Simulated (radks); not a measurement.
Values are calculated unless marked as measured or tabulated.
Question: Code: a radial shooting solver on a logarithmic mesh with Libxc functionals. Model: scalar-relativistic Kohn-Sham, BLYP, spin-polarised, spherical densities, point nucleus; open shells are filled with parallel spins first. Each species is in its NIST ground configuration. Rank Ar4+, Cl4+, Mg4+, S4+, P4+, Si4+, Al4+ by Delta-SCF ionisation energy (eV), largest first.

Answer: Si4+ 167.19, Al4+ 154.34, Mg4+ 141.08, Ar4+ 74.732, S4+ 72.657, Cl4+ 67.521, P4+ 65.977.
